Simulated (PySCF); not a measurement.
## TDDFT excited states: C4H7GeNO

Species: C4H7GeNO.
SMILES: `C#[C][GeH2][NH]C(C)=O`

Computed, not measured: PySCF 2.14.0, density-fitted response routines, TDDFT CAM-B3LYP/def2-SVPD, vertical, gas phase, core orbitals frozen in the response. The structure is a single PBE0-D3(BJ)/def2-SVP conformer in the gas phase; no vibrational or solvent corrections. Relativistic effects, spin–orbit coupling among them, are left out although an element past zinc is present. Torsions of this conformer, `[CH:1]#[C:2][GeH2:3][NH:4][C:5]([CH3:6])=[O:7]`: C2–Ge3–N4–C5 69°, Ge3–N4–C5–C6 -179°.

Task: List the vertical singlet excitations with oscillator strengths and describe the spectrum.

Result: 

```
state  λ (nm)  E (eV)       f     main configurations (H = HOMO, L = LUMO)
   S1   217.6    5.70  0.0003                     H→L+2 (48%), H→L+3 (30%)
   S2   207.4    5.98  0.0003                   H-2→L (46%), H-2→L+1 (15%)
   S3   196.5    6.31  0.0054    H-3→L (22%), H-2→L+3 (20%), H-2→L+2 (16%)
   S4   194.0    6.39  0.0009                 H-3→L+3 (35%), H-3→L+2 (27%)
   S5   182.1    6.81  0.0047                       H-1→L (78%), H→L (10%)
   S6   178.4    6.95   0.014                     H→L (56%), H-1→L+2 (13%)
   S7   170.9    7.26   0.175      H-1→L+2 (40%), H-1→L+3 (19%), H→L (17%)
   S8   162.9    7.61   0.011                                H-1→L+1 (80%)
   S9   161.5    7.67   0.019                                  H→L+1 (71%)
  S10   159.3    7.78   0.014  H-2→L+1 (42%), H-1→L+3 (12%), H-1→L+2 (12%)
```

Triplets, Tamm–Dancoff:

| state | E (eV) | λ (nm) | main configurations (H = HOMO, L = LUMO) |
| --- | --- | --- | --- |
| T1 | 4.96 | 249.8 | H-3→L (22%), H-2→L+3 (17%), H-2→L+2 (13%) |
| T2 | 5.22 | 237.4 | H→L+2 (47%), H→L+3 (29%) |
| T3 | 5.42 | 228.9 | H-2→L (32%), H-3→L+3 (12%), H-2→L+1 (11%) |
| T4 | 5.45 | 227.4 | H-2→L+3 (27%), H-2→L+2 (20%), H-3→L (15%) |

The lowest singlet comes at 218 nm (550 kJ/mol) in the ultraviolet; it is dark (f under 0.0005); its leading configuration is HOMO→LUMO+2 (48%). The strongest level in the table is S7 at 7.26 eV (171 nm, f = 0.175). Löwdin shares by element: HOMO oxygen 63%, carbon 18% or more, nitrogen 6%; LUMO germanium 26%, carbon 24% or more, hydrogen 11% or more (atoms not listed hold the other 39%). The oscillator strengths of these states sum to 0.244; summed over the whole spectrum of an exact calculation they would give the number of electrons, 78 (Thomas–Reiche–Kuhn). Weighted by f, the mean energy of these states is 7.28 eV. The listed states span 2.09 eV, and the widest gap between neighbours is 0.42 eV (S4 to S5). All these states lie below the vertical ionisation energy of 9.73 eV (ΔSCF). Only the lowest 10 singlets were computed, as vertical energies without vibronic structure.

Time: 9.3 min (with the writing of density and orbital grids); peak memory 1.1 GiB. Hardware: Arm Neoverse N1, one thread, shared host.
